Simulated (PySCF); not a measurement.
Calculation: ωB97X-D3(BJ)/def2-TZVP // PBE0-D3(BJ)/def2-TZVP in PySCF. All species are isolated molecules in the gas phase. One relaxed conformer stands for a flexible species; it need not be the lowest. Delta-SCF ions had no search for a lower state. 

Reference species (SMILES): `C(SS)(=C)S` (neutral, multiplicity 1).

- HOMO = -9.05 eV
- vertical ionisation energy (Delta-SCF) = 8.84 eV

Changed species: `S/C=C\SS`.

Task: Predict the effect on the HOMO and vertical ionisation energy (Delta-SCF).

Result: the HOMO rises by 0.30 eV, to -8.75 eV; the vertical ionisation energy (Delta-SCF) decreases by 0.24 eV, to 8.60 eV.
